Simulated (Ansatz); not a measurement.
The Ansatz (a quantum-chemistry and plane-wave program) input:
Ansatz 0.2 input:
```yaml
crystal:
  periodic: [false, false, false]
  atoms:
    - {symbol: O, position_ang: [0.92501158, -0.69588946, 0.13212394]}
    - {symbol: C, position_ang: [-0.34051039, -0.19716062, 0.15520994]}
    - {symbol: O, position_ang: [-0.73036434, 0.99380704, -0.11121298]}
    - {symbol: H, position_ang: [1.46937990, -0.32626264, -0.58832390]}
    - {symbol: H, position_ang: [-0.98349538, -0.87411438, -0.51022332]}
basis:
  gaussian:
    orbitals: 6-311G__.json
magnetization: {spin_polarized: true, initial_magnetization: 2}
correlation: {method: ccsd_t, electrons: outside_noble_gas}
```
The basis file holds 6-311G** in the JSON format of the Basis Set Exchange.

Q: What does this run give for the coupled-cluster correlation energy (without the perturbative part), T1 diagnostic, number of basis functions, MP2 correlation energy?

A: 
```json
{
 "coupled-cluster correlation energy (without the perturbative part)": "-0.5022 Eh",
 "T1 diagnostic": "0.028",
 "number_of_basis_functions": "66",
 "MP2 correlation energy": "-0.4744 Eh"
}
```
